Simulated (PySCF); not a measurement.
## As⁺: ionisation energy

As⁺ [Ar] 3d10 4s2 4p2 (3P) → As²⁺ [Ar] 3d10 4s2 4p1 (2P), as a difference of total energies. Calculation: PySCF 2.14, in x2c-TZVPPall with one added diffuse shell each of s, p, d type (7s6p5d1f, 57 functions); the spin-free X2C one-electron Hamiltonian (Gaussian nucleus). Correlated levels: valence: [Ar] 3d10 frozen. The calculations carry no spin-orbit coupling.

```
           method  ionisation energy (eV)
              UHF                  17.936
    MP2 (valence)                  18.310
SCS-MP2 (valence)                  18.236
   CCSD (valence)                  18.345
CCSD(T) (valence)                  18.369
  CCSDT (valence)                  18.374
```

**Question.** How much does correlation contribute at CCSD(T) (valence)?

**Answer.** 18.369 − (17.936) = 0.433 eV, measured against UHF.

A first-order spin-orbit estimate (lowest level to lowest level, LS coupling) adds -0.034 eV.

Errors of the correlated levels include the incompleteness of this basis and the frozen core.

For comparison: 18.589 eV (measured; NIST Atomic Spectra Database, ionization energies).
